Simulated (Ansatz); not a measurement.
The molecule NaB, multiplicity 3 (lowest of 2S+1 = 1, 3 at CCSD(T)/def2-TZVPP on PBE0 minima; our sources give no spin for the ground state, which may be another).

Constants: fifth-degree fit in 1/R to seven points, most abundant isotopes. In def2 and cc sets the state is the lowest found near the PBE0 minimum, followed along R.

Programs: Ansatz (Gaussian orbitals). Each number belongs to the level named beside it.

| level | r_e (Å) | ω_e (cm⁻¹) | B_e (cm⁻¹) | ω_e x_e (cm⁻¹) | D_e (eV) | dipole (D) |
|---|---|---|---|---|---|---|
| SVWN5/def2-TZVPP | 2.454 | 332 | 0.376 | 3.1 | 1.26 | 5.25 |
| PBE/def2-TZVPP | 2.504 | 315 | 0.361 | 3.2 | 1.06 | 5.25 |
| r2SCAN/def2-TZVPP | 2.497 | 331 | 0.363 | 3.3 | 1.11 | 5.97 |
| B97M-V/def2-TZVPP | 2.512 | 320 | 0.359 | 3.0 | 1.10 | 5.41 |
| B3LYP/def2-TZVPP | 2.497 | 316 | 0.363 | 3.7 | 0.84 | 5.48 |
| PBE0/def2-TZVPP | 2.486 | 330 | 0.366 | 3.4 | 0.95 | 5.98 |
| BHLYP/def2-TZVPP | 2.474 | 333 | 0.370 | 4.2 | 0.70 | 6.19 |
| CAM-B3LYP/def2-TZVPP | 2.455 | 342 | 0.376 | 3.7 | 0.81 | 6.25 |
| wB97X-V/def2-TZVPP | 2.465 | 352 | 0.373 | 3.3 | 0.79 | 6.98 |
| wB97M-V/def2-TZVPP | 2.476 | 335 | 0.369 | 3.4 | 0.84 | 6.63 |
| B2PLYP/def2-TZVPP | 2.480 | 330 | 0.368 | 3.6 | 0.77 | - |
| CCSD/def2-TZVPP | 2.479 | 332 | 0.369 | 3.9 | 0.68 | - |
| CCSD/def2-QZVPP | 2.473 | 344 | 0.370 | 4.2 | 0.73 | - |
| CCSD(T)/def2-TZVPP | 2.479 | 332 | 0.368 | 3.5 | 0.73 | - |
| CCSD(T)/def2-QZVPP | 2.473 | 344 | 0.370 | 3.8 | 0.79 | - |

D_e counts from each atom's lowest state at the same level, without counterpoise or zero-point energy.

Correlated levels freeze the inner cores; with def2 sets outer-core shells near the valence are correlated too.

Ansatz is an electronic-structure program.
